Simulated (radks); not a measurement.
Problem. The table gives one normalised radial function P(r) = r R(r) of O in [He] 2s2 2p3 3d1 (r in bohr). All-electron calculation, scalar-relativistic Kohn-Sham, PBE, spin-polarised, spherical densities, finite nucleus; open shells are filled with parallel spins first; Fermi nuclear charge, rms radius 2.6991 fm. Program: a radial shooting solver on a logarithmic mesh with Libxc functionals.

r,P
0.02111,0.0070
0.02771,0.0117
0.03637,0.0195
0.04774,0.0321
0.06266,0.0521
0.08159,0.0823
0.1071,0.1290
0.1406,0.1970
0.1845,0.2911
0.2422,0.4133
0.3179,0.5585
0.4173,0.7112
0.5433,0.8405
0.7132,0.9142
0.9361,0.8924
1.229,0.7662
1.613,0.5644
2.117,0.3460
2.756,0.1743
3.618,0.0648
4.749,0.0166
6.234,0.0027
8.182,0.0002
10.74,0.0000
13.98,0.0000
18.36,0.0000
24.09,0.0000
31.63,0.0000

Which n and l does it have? It may be an empty orbital.

Solution. n = 2, l = 1: the number of nodes gives n - l - 1 = 0, the rise at small r (about r^(l+1)) gives l, and the extent must fit the shell. The curve is that of 2p up; the table hardly tells the two spins apart. 2p up: eigenvalue -23.121 eV, 0 radial nodes, <r> = 1.09 bohr, 90 % of the charge inside 1.84 bohr.
